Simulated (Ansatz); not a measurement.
`C[CH2][Mg][F]` and `C[CH2][Mg][OH]` differ in one atom or group.

Ansatz, PBE0-D4/def2-TZVP geometries, multiplicity 1. Each molecule was computed in one conformer, which needn't be the lowest.

```tsv
property	`C[CH2][Mg][F]`
LUMO energy (PBE/def2-TZVPP) / eV	-1.73
size of the dipole moment (PBE/def2-TZVPP) / D	2.21
HOMO–LUMO gap (PBE/def2-TZVPP) / eV	4.08
LUMO energy (B3LYP/def2-TZVPP) / eV	-1.33
HOMO energy (PBE0/def2-TZVPP) / eV	-6.95
ideal-gas entropy at 298 K and 1 bar (rigid rotor, harmonic PBE0-D4/def2-TZVP) / J/(mol·K)	323
```

**Question.** Give the same properties after the change, and the shifts. (An estimate is asked.)

**Answer.** The calculation gave: 
| property | `C[CH2][Mg][OH]` | shift |
| --- | --- | --- |
| LUMO energy (PBE/def2-TZVPP) / eV | -1.42 | 0.31 |
| size of the dipole moment (PBE/def2-TZVPP) / D | 0.13 | -2.08 |
| HOMO–LUMO gap (PBE/def2-TZVPP) / eV | 4.12 | 0.04 |
| LUMO energy (B3LYP/def2-TZVPP) / eV | -1.00 | 0.33 |
| HOMO energy (PBE0/def2-TZVPP) / eV | -6.65 | 0.30 |
| ideal-gas entropy at 298 K and 1 bar (rigid rotor, harmonic PBE0-D4/def2-TZVP) / J/(mol·K) | 351 | 28 |

The zero-point energy changes by 25.9 kJ/mol with +3 modes. Dipoles are sizes alone; their direction can turn.

B3LYP here is the variant with VWN-RPA as its local correlation; programs differ in this.
